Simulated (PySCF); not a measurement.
## Os (osmium, neutral) across methods

[Xe] 4f14 5d6 6s2, high-spin 5D determinant. All numbers are calculated (PySCF 2.14, scalar relativity through the core potential, in aug-cc-pwCVDZ-PP with ECP60MDF (6s6p5d3f, 70 functions)).

```csv
method,E (hartree),mean ε 5d β (eV),mean ε 6s α (eV),mean ε 6s β (eV),Σ⟨r²⟩ (bohr²),⟨S²⟩
UHF,-90.06811,-9.278,-8.891,-6.744,58.23,6.033
LDA,-90.6172,-5.027,-6.798,-5.602,56.43,6.008
LC-wPBE,-90.7856,-8.963,-9.391,-7.917,56.08,6.012
HSE06,-90.7736,-5.915,-6.926,-5.577,56.48,6.011
PBE,-90.8162,-4.971,-6.555,-5.210,56.36,6.010
TPSSh,-90.7564,-5.626,-6.882,-5.423,56.57,6.012
M06-L,-90.8335,-4.982,-6.329,-4.819,55.71,6.018
PBE0,-90.7740,-6.319,-7.322,-5.886,56.51,6.012
r2SCAN,-90.8254,-4.941,-6.578,-5.195,56.12,6.021
```

Energies and moments cover only the electrons outside the core potential. Spin-orbit coupling, absent here, splits the open shell strongly.
